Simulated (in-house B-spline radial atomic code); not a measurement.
Whole-atom quantities along the 44-electron series, configuration [Kr] 4d8. Breit and QED terms are first order and not part of the total energy; the density at the nucleus is averaged over the nuclear charge. Computed with a B-spline radial code for spherical atoms: Dirac-Hartree-Fock, average of the configuration, finite nuclei.

```tsv
ion	Z	E/Z² (Eh)	Σ<r²> (bohr²)	n(0)/Z³ (bohr⁻³)	Lamb diamagnetic shielding (ppm)	repulsion over attraction	Breit energy (eV)	self-energy (eV)	vacuum polarisation (eV)	Dirac less non-relativistic energy (Eh)
Nd16+	60	-2.6499	8.5914	1.9814	6723.76	0.12739	222.47	174.52	-25.768	-341.23
Pm17+	61	-2.6667	8.0951	2.0444	6875	0.12561	235.41	185.34	-27.759	-367.1
Sm18+	62	-2.6832	7.642	2.1032	7027.39	0.12386	248.88	196.67	-29.874	-394.49
Eu19+	63	-2.6995	7.2271	2.1736	7181.03	0.12214	262.88	208.55	-32.131	-423.49
Gd20+	64	-2.7156	6.846	2.2456	7335.92	0.12045	277.44	220.98	-34.532	-454.16
Tb21+	65	-2.7316	6.4949	2.3379	7492.18	0.11878	292.57	233.99	-37.098	-486.62
Dy22+	66	-2.7473	6.1706	2.4028	7649.69	0.11715	308.26	247.6	-39.805	-520.82
Ho23+	67	-2.7629	5.8703	2.494	7808.69	0.11554	324.56	261.84	-42.7	-556.98
Er24+	68	-2.7784	5.5916	2.5802	7969.13	0.11396	341.46	276.74	-45.771	-595.09
Tm25+	69	?	?	?	?	?	?	?	?	?
Yb26+	70	-2.8088	5.091	2.7713	8294.66	0.11088	377.15	308.58	-52.507	-677.62
Lu27+	71	-2.8239	4.8656	2.8689	8459.82	0.10938	395.97	325.59	-56.189	-722.19
Hf28+	72	-2.8388	4.6548	2.9859	8626.77	0.1079	415.46	343.37	-60.115	-769.15
Ta29+	73	?	?	?	?	?	?	?	?	?
W30+	74	-2.8684	4.272	3.2269	8966	0.10502	456.51	381.35	-68.706	-870.46
Re31+	75	-2.8831	4.0979	3.3583	9138.46	0.10361	478.11	401.62	-73.408	-925.03
Os32+	76	-2.8977	3.934	3.4877	9312.86	0.10223	500.45	422.79	-78.391	-982.33
Ir33+	77	-2.9122	3.7797	3.6368	9489.4	0.10087	523.55	444.9	-83.701	-1042.56
Pt34+	78	-2.9267	3.634	3.7855	9668.04	0.099531	547.42	467.98	-89.33	-1105.74
Au35+	79	-2.9412	3.4965	3.9461	9848.95	0.098212	572.09	492.08	-95.315	-1172.05
Hg36+	80	?	?	?	?	?	?	?	?	?
Tl37+	81	-2.97	3.2432	4.2887	10217.8	0.095635	623.9	543.54	-108.42	-1314.51
Pb38+	82	-2.9844	3.1265	4.4722	10406	0.094375	651.08	570.98	-115.59	-1390.94
```

Task: Fill in the row of Tm25+.

Result: E/Z² (Eh): -2.7937; Σ<r²> (bohr²): 5.3325; n(0)/Z³ (bohr⁻³): 2.682; Lamb diamagnetic shielding (ppm): 8131.14; repulsion over attraction: 0.1124; Breit energy (eV): 358.99; self-energy (eV): 292.31; vacuum polarisation (eV): -49.044; Dirac less non-relativistic energy (Eh): -635.31.

Task: Fill in the row of Ta29+.

Result: E/Z² (Eh): -2.8537; Σ<r²> (bohr²): 4.4573; n(0)/Z³ (bohr⁻³): 3.1044; Lamb diamagnetic shielding (ppm): 8795.47; repulsion over attraction: 0.10645; Breit energy (eV): 435.63; self-energy (eV): 361.94; vacuum polarisation (eV): -64.282; Dirac less non-relativistic energy (Eh): -818.54.

Task: Fill in the row of Hg36+.

Result: E/Z² (Eh): -2.9556; Σ<r²> (bohr²): 3.3664; n(0)/Z³ (bohr⁻³): 4.1102; Lamb diamagnetic shielding (ppm): 10032.2; repulsion over attraction: 0.096914; Breit energy (eV): 597.57; self-energy (eV): 517.25; vacuum polarisation (eV): -101.66; Dirac less non-relativistic energy (Eh): -1241.58.

Task: With what power of Z does the column «self-energy (eV)» change over this range?

Result: A fit of the logarithm of its size against log Z from Z = 60 to 82 has slope 3.79. One-loop self-energy scales as Z⁴F(Zα), with F falling from low Z to about Z = 90.
